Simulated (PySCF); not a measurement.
A PySCF script (with the pyscf-properties extension) for the NMR shieldings of SMILES C=C[B@H-]([NH3+])CCC(F)F, C$_{5}$H$_{12}$BF$_{2}$N, on a GFN2-xTB geometry:

```python
import basis_set_exchange as bse
import numpy as np
from pyscf import gto, dft
from pyscf.prop import nmr

atoms = """
C     2.716323   -1.092837    0.700601
C     1.638808   -0.950928   -0.057724
B     0.830478    0.378475   -0.409055
N     1.620425    1.630459    0.296496
C    -0.663580    0.396584    0.265876
C    -1.643937   -0.522947   -0.458742
C    -3.035692   -0.433843    0.135331
F    -3.893032   -1.301120   -0.468558
F    -3.575988    0.800934   -0.052057
H     3.209528   -0.265592    1.195064
H     3.185144   -2.049489    0.878247
H     1.247808   -1.862376   -0.499085
H     0.811164    0.618044   -1.576109
H     2.567650    1.663011   -0.064724
H     1.133438    2.497857    0.099202
H     1.639872    1.458968    1.296621
H    -0.628519    0.095891    1.317744
H    -1.081985    1.407719    0.242197
H    -1.316240   -1.560180   -0.390654
H    -1.702541   -0.251118   -1.513600
H    -3.068044   -0.640569    1.217161
"""
names = dict.fromkeys(["C", "B", "N", "F", "H"], "pcSseg-1")
basis = {el: gto.basis.parse(bse.get_basis(n, elements=[el], fmt="nwchem")) for el, n in names.items()}
mol = gto.M(atom=atoms, basis=basis, charge=0, verbose=0)
mf = dft.RKS(mol, xc="PBE0")
mf.grids.level = 2
mf.grids.alignment = dft.numint.BLKSIZE   # the property module wants whole blocks of grid points
mf.conv_tol = 1e-9
mf.kernel()

calc = nmr.RKS(mf)   # GIAO
C = mf.mo_coeff
Co = C[:, mf.mo_occ > 0]
resp = mf.gen_response(singlet=True, hermi=2)
def vind(x):   # induced exchange potential for any number of trial vectors
    d = np.einsum("pi,xij,qj->xpq", C, 2 * x.reshape(-1, C.shape[1], Co.shape[1]), Co, optimize=True)
    return np.einsum("xpq,pi,qj->xij", resp(d - d.transpose(0, 2, 1)), C, Co, optimize=True).ravel()
mo1, _ = nmr.rhf.solve_mo1(calc, with_cphf=vind)
sigma = calc.kernel(mo1)
for i, s in enumerate(sigma):   # ppm
    w = np.linalg.eigvalsh((s + s.T) / 2)
    print("%2d %-2s iso %8.1f  s11 %8.1f  s22 %8.1f  s33 %8.1f" % (i, mol.atom_pure_symbol(i), w.mean(), *w))
```

**Question.** What does it print?

**Answer.** 
```
 0 C  iso     73.4  s11    -38.3  s22     89.6  s33    168.8
 1 C  iso     21.7  s11   -120.9  s22      7.1  s33    179.0
 2 B  iso    115.9  s11    105.5  s22    114.9  s33    127.2
 3 N  iso    218.0  s11    208.9  s22    214.4  s33    230.8
 4 C  iso    165.1  s11    154.6  s22    164.9  s33    175.8
 5 C  iso    150.2  s11    133.1  s22    147.1  s33    170.3
 6 C  iso     59.7  s11     38.8  s22     66.5  s33     73.9
 7 F  iso    302.0  s11    200.0  s22    336.8  s33    369.1
 8 F  iso    316.9  s11    223.9  s22    343.5  s33    383.2
 9 H  iso     27.1  s11     24.0  s22     25.6  s33     31.6
10 H  iso     26.3  s11     23.7  s22     24.6  s33     30.6
11 H  iso     24.5  s11     20.2  s22     24.3  s33     29.0
12 H  iso     29.2  s11     26.5  s22     30.1  s33     30.9
13 H  iso     28.4  s11     22.3  s22     24.4  s33     38.7
14 H  iso     28.8  s11     22.7  s22     26.0  s33     37.8
15 H  iso     28.8  s11     24.5  s22     25.2  s33     36.5
16 H  iso     31.9  s11     28.4  s22     31.9  s33     35.4
17 H  iso     31.3  s11     25.8  s22     33.1  s33     35.1
18 H  iso     29.9  s11     24.4  s22     31.1  s33     34.3
19 H  iso     29.7  s11     25.5  s22     30.0  s33     33.7
20 H  iso     25.7  s11     23.5  s22     25.2  s33     28.5
```

These numbers come from an equivalent density-fitted implementation of the same equations, which agrees with the script to about 0.01 ppm for H and up to a few tenths of a ppm for heavy atoms, so last digits may differ.

Size and cost of the density-fitted run: 213 basis functions, 47 s wall time on 1 thread of an Arm Neoverse V1, shared host; peak memory 1 GiB.
